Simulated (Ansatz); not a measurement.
Gas-phase electronic energies from Ansatz, PBE0-D4/def2-TZVP geometries. CCSD(T)/CBS adds triple-zeta CCSD(T) − MP2 to the extrapolated MP2 energy (def2 sets, frozen cores). This one scheme is used for every species. Functionals use def2-TZVPP. Each species was taken in one conformer, which may not be the lowest.

`CO[SiH2]C` + `N[SiH2]F` → `CO[SiH2]N[SiH2]F` + CH₄  (ligand exchange at the Si–C bond)

```json
{"level": "r2SCAN-D4", "ΔE (kJ/mol)": "-73.4", "difference from CCSD(T)/CBS": "1.6"}
{"level": "PBE0-D4", "ΔE (kJ/mol)": "-69.7", "difference from CCSD(T)/CBS": "5.3"}
{"level": "HF/def2-TZVPP", "ΔE (kJ/mol)": "-78.8", "difference from CCSD(T)/CBS": "-3.8"}
{"level": "CCSD(T)/def2-TZVPP", "ΔE (kJ/mol)": "-75.7", "difference from CCSD(T)/CBS": "-0.7"}
{"level": "HF/def2-QZVPP", "ΔE (kJ/mol)": "-79.5", "difference from CCSD(T)/CBS": "-4.5"}
{"level": "MP2/def2-QZVPP", "ΔE (kJ/mol)": "-77.0", "difference from CCSD(T)/CBS": "-2.0"}
{"level": "SCS-MP2/def2-QZVPP", "ΔE (kJ/mol)": "-77.5", "difference from CCSD(T)/CBS": "-2.5"}
{"level": "HF/CBS(def2)", "ΔE (kJ/mol)": "-79.6", "difference from CCSD(T)/CBS": "-4.6"}
{"level": "MP2/CBS(def2)", "ΔE (kJ/mol)": "-76.5", "difference from CCSD(T)/CBS": "-1.5"}
{"level": "CCSD/CBS(def2)", "ΔE (kJ/mol)": "-74.8", "difference from CCSD(T)/CBS": "0.2"}
{"level": "CCSD(T)/CBS", "ΔE (kJ/mol)": "-75.0", "difference from CCSD(T)/CBS": "0"}
```

Largest T1 diagnostic among the species: 0.011.

The D4 term adds −4.4 kJ/mol with B3LYP and −2.6 kJ/mol with PBE0; it sums over pairs of atoms, weighted by their polarisabilities, and B3LYP, whose exchange is more repulsive, gets the larger term.

B3LYP here is the variant with VWN-RPA as its local correlation; programs differ in this.
